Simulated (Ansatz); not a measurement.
Mulliken charges of `BO[SiH2]S` from B3LYP/def2-TZVPP in Ansatz (PBE0-D4/def2-TZVP geometry).

```tsv
atom	x (Å)	y (Å)	z (Å)	charge (e)
B1	-0.559	1.628	0.663	0.076
O2	0.288	0.812	0.002	-0.308
Si3	0.504	-0.827	0.074	0.474
S4	-0.511	-1.830	-1.497	-0.250
H5	-1.297	1.178	1.501	0.001
H6	-0.543	2.795	0.392	0.011
H7	1.962	-1.045	-0.020	-0.055
H8	-0.078	-1.368	1.325	-0.061
H9	0.321	-1.389	-2.456	0.112
```

**Question.** By hand: the dipole of these point charges (1 e Å = 4.8032 D).

**Answer.** Σ q r = (0.161, -0.044, 0.110) e Å, of length 0.200 e Å = 0.96 D.

**Question.** How does the dipole of the full density compare? (An estimate is asked.)

**Answer.** Computed: (0.158, -0.079, -0.017) e Å, 0.85 D; the point charges give 1.13 times that, at 40° from its direction.

Point charges leave out the atoms' own dipoles, such as those of lone pairs, and Mulliken's split depends on the basis, so the two needn't agree.

B3LYP here is the variant with VWN-RPA as its local correlation; programs differ in this.
